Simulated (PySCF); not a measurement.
C8H14SSi, SMILES CC(C)C[SiH2]c1cccs1 (GFN2-xTB optimised geometry):

```
24

C      0.824    -1.880    -3.302
C      1.870    -0.970    -2.668
C      3.043    -0.766    -3.626
C      2.370    -1.539    -1.337
Si     1.044    -1.793     0.006
C     -0.136    -0.335     0.000
C     -1.500    -0.335     0.000
C     -2.074     0.954     0.000
C     -1.136     1.935     0.002
S      0.458     1.297     0.003
H     -0.060    -1.949    -2.671
H      0.521    -1.493    -4.273
H      1.227    -2.881    -3.441
H      1.410     0.007    -2.477
H      3.786    -0.103    -3.189
H      2.703    -0.328    -4.562
H      3.521    -1.719    -3.847
H      3.134    -0.865    -0.943
H      2.871    -2.490    -1.528
H      1.703    -1.875     1.317
H      0.235    -2.998    -0.214
H     -2.078    -1.242     0.000
H     -3.134     1.141    -0.002
H     -1.278     2.998     0.000
```

Method: CAM-B3LYP/def2-SVP in PySCF 2.14.0.

What are the frontier orbital energies and the dipole moment?

HOMO-2 -9.72 eV, HOMO-1 -8.42 eV, HOMO -8.03 eV, LUMO 0.59 eV, LUMO+1 2.24 eV; dipole moment 0.66 D.

Meta-Löwdin charges at CAM-B3LYP/def2-SVP: C1 -0.29, C2 -0.02, C3 -0.28, C4 -0.40, Si5 0.64, C6 -0.35, C7 -0.12, C8 -0.13, C9 -0.23, S10 0.25, H11 0.09, H12 0.09, H13 0.09, H14 0.08, H15 0.09, H16 0.09, H17 0.09, H18 0.10, H19 0.10, H20 -0.11, H21 -0.11, H22 0.11, H23 0.11, H24 0.13.
